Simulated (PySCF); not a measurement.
# Exercise with solution: oscillator strength and radiative lifetime

SnFI, SMILES [F][Sn][I] (connectivity only; charge and spin as stated), neutral, multiplicity 1.

Geometry optimised at B3LYP-D3(BJ)/def2-TZVP. The def2 effective core potentials stand for the cores of I, Sn; spin–orbit coupling is left out.

TDDFT-B3LYP/def2-SVPD in PySCF puts the first singlet state with f over 0.02 at 3.63 eV (vertical), with the transition dipole (-0.049, 0.547, 0.000) in atomic units.

Q: Find the oscillator strength, the wavelength and the radiative lifetime that this transition would have in vacuum if emission retraced absorption.

A: 
|μ|² = 0.3016 au, so |μ| = 1.40 D. ΔE = 3.63/27.211 = 0.1334 hartree. f = (2/3) ΔE |μ|² = 0.027 (the program prints 0.027).
λ = 1239.84/3.63 = 342 nm; ν = 29278 cm⁻¹.
Einstein's coefficient A = 0.6670 ν² f s⁻¹ (ν in cm⁻¹) = 1.5e7 s⁻¹, so τ = 1/A = 65 ns. This state is S3; the lower singlets have f = 0.001, 0.013. The figure is the radiative limit of this one transition; relaxation, internal conversion, crossing to triplets and a medium change what is measured.
